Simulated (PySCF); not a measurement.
C₄H₁₀BN, SMILES C/C=N/B(C)C.

Geometry: B3LYP-D3(BJ)/def2-SVP. The structure was generated by enumeration; whether it is a known compound was not checked. Other conformers were not sampled.

These are TDA-PBE/def2-SVPD (PySCF 2.14.0) values and carry that method's errors.

Vertical excitations. Gas-phase values at a fixed geometry. State labels are in the subgroup Cs.

| state | symmetry | energy (eV) | λ (nm) | f | main pairs |
|---|---|---|---|---|---|
| S1 | A" | 4.76 | 260 | 0.000 | HOMO→LUMO 100 % |
| S2 | A' | 5.84 | 212 | 0.004 | HOMO→LUMO+1 79 % |
| S3 | A' | 6.00 | 207 | 0.120 | HOMO−1→LUMO 60 %, HOMO→LUMO+2 23 %, HOMO−2→LUMO 12 % |
| S4 | A' | 6.49 | 191 | 0.176 | HOMO→LUMO+3 64 %, HOMO→LUMO+2 22 % |
| S5 | A" | 6.51 | 190 | 0.009 | HOMO−1→LUMO+1 98 % |
| S6 | A" | 6.85 | 181 | 0.009 | HOMO−1→LUMO+2 98 % |
| S7 | A' | 6.93 | 179 | 0.112 | HOMO→LUMO+4 67 %, HOMO→LUMO+3 16 %, HOMO→LUMO+2 12 % |
| S8 | A" | 7.05 | 176 | 0.046 | HOMO−3→LUMO 97 % |
| S9 | A" | 7.20 | 172 | 0.002 | HOMO→LUMO+5 100 % |
| S10 | A" | 7.29 | 170 | 0.014 | HOMO−1→LUMO+3 99 % |
| T1 | A" | 4.23 | 293 | 0 | HOMO→LUMO 100 % |
| T2 | A' | 4.67 | 265 | 0 | HOMO−1→LUMO 92 % |
| T3 | A' | 5.37 | 231 | 0 | HOMO→LUMO+1 59 %, HOMO→LUMO+2 36 % |
| T4 | A' | 5.84 | 212 | 0 | HOMO→LUMO+2 58 %, HOMO→LUMO+1 40 % |
Triplets are in the Tamm–Dancoff approximation.
